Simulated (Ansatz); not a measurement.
Reaction (redistribution): `OC([SiH3])[AsH2]` + `F[SiH3]` → `[SiH3][AsH2]` + `OC(F)[SiH3]`

Isolated molecules relaxed with PBE0-D4/def2-TZVP in Ansatz; ΔE leaves out vibrations. CCSD(T)/CBS adds triple-zeta CCSD(T) − MP2 to the extrapolated MP2 energy (def2 sets, frozen cores). This one scheme is used for every species. Functionals use def2-TZVPP. For As outer-core shells are correlated without core-valence functions, which leaves a few kJ/mol of doubt a bond. Scalar relativity is left out up to krypton. One conformer a species, not always the lowest.

Task: Is it downhill or uphill in electronic energy at CCSD(T)/CBS, and by how much? (Estimate.)

Result: Ansatz gave: Uphill: ΔE = +1.35 eV.

Task: What do these levels give: r2SCAN, HF/def2-TZVPP, CCSD/def2-TZVPP, CCSD(T)/def2-TZVPP, MP2/def2-QZVPP, HF/CBS(def2)? (Best estimate.)

Result: The calculation gave: r2SCAN 1.16, HF/def2-TZVPP 1.26, CCSD/def2-TZVPP 1.32, CCSD(T)/def2-TZVPP 1.32, MP2/def2-QZVPP 1.48, HF/CBS(def2) 1.30 eV.

Largest T1 diagnostic among the species: 0.012.

The D4 term adds +0.06 eV with B3LYP and +0.03 eV with PBE0; it sums over pairs of atoms, weighted by their polarisabilities, and B3LYP, whose exchange is more repulsive, gets the larger term. From PBE to PBE0 (25 % exact exchange), in def2-TZVPP and without D4, ΔE moves by +0.06 eV.

B3LYP here is the variant with VWN-RPA as its local correlation; programs differ in this.
